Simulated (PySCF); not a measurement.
C3H10ClNSi, SMILES CN(C)[Si@H](Cl)C.

The structure is a stationary point at B3LYP-D3(BJ)/def2-SVP. The structure was generated by enumeration; whether it is a known compound was not checked. One conformer was computed; it need not be the lowest.

Method: TDA-PBE0/def2-SVPD (PySCF).

Vertical excitations. Gas-phase values at a fixed geometry.

Computed UV-visible absorptions:
```csv
state,energy (eV),λ (nm),f,main pairs
S1,6.11,203,0.004,HOMO→LUMO 93 %
S2,6.53,190,0.034,"HOMO→LUMO+1 69 %, HOMO→LUMO+2 25 %"
S3,6.64,187,0.070,"HOMO→LUMO+2 65 %, HOMO→LUMO+1 27 %"
S4,7.06,176,0.079,"HOMO→LUMO+3 75 %, HOMO→LUMO+4 16 %"
S5,7.20,172,0.011,"HOMO→LUMO+4 76 %, HOMO→LUMO+3 19 %"
S6,7.38,168,0.009,HOMO→LUMO+5 91 %
T1,5.96,208,0,"HOMO→LUMO+1 56 %, HOMO→LUMO 36 %"
T2,6.01,206,0,"HOMO→LUMO 53 %, HOMO→LUMO+1 32 %, HOMO→LUMO+2 11 %"
```
Triplets are in the Tamm–Dancoff approximation.
